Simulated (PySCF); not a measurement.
SMILES [CH2]CCOC(=O)C, doublet, GFN2-xTB optimised geometry.

```
16

C     -0.49    -0.44    -1.20
C      0.03     0.23     0.00
C     -0.46    -0.41     1.29
O      0.10     0.31     2.39
C     -0.38     0.01     3.61
C      0.29     0.84     4.67
O     -1.23    -0.81     3.80
H     -0.22    -0.08    -2.17
H     -1.13    -1.29    -1.12
H     -0.26     1.29     0.00
H      1.13     0.23     0.00
H     -0.14    -1.46     1.35
H     -1.55    -0.38     1.36
H     -0.47     1.35     5.26
H      0.96     1.56     4.22
H      0.85     0.18     5.33
```

Density from unrestricted PBE0/def2-TZVP (PySCF 2.14.0) at that geometry.

Minimum of the electron density along straight lines between bonded atoms, close to the bond critical point (lines longer than 1.1 times the sum of covalent radii, or with two minima, are not listed):

```csv
bond,length / Å,ρ at the minimum / e bohr⁻³,∇²ρ there / e bohr⁻⁵,position (fraction from the first atom)
C1–C2,1.472,0.271,-0.73,0.50
C2–C3,1.522,0.253,-0.65,0.49
C3–O4,1.428,0.247,-0.47,0.35
O4–C5,1.337,0.313,-0.61,0.66
C5–C6,1.506,0.262,-0.70,0.53
C5–O7,1.202,0.433,-0.13,0.34
C1–H8,1.071,0.290,-1.04,0.65
C1–H9,1.071,0.290,-1.03,0.65
C2–H10,1.100,0.272,-0.92,0.64
C2–H11,1.100,0.272,-0.92,0.64
C3–H12,1.096,0.284,-1.00,0.65
C3–H13,1.096,0.285,-1.01,0.65
C6–H14,1.087,0.279,-0.96,0.64
C6–H15,1.085,0.283,-0.98,0.64
C6–H16,1.088,0.278,-0.95,0.64
```
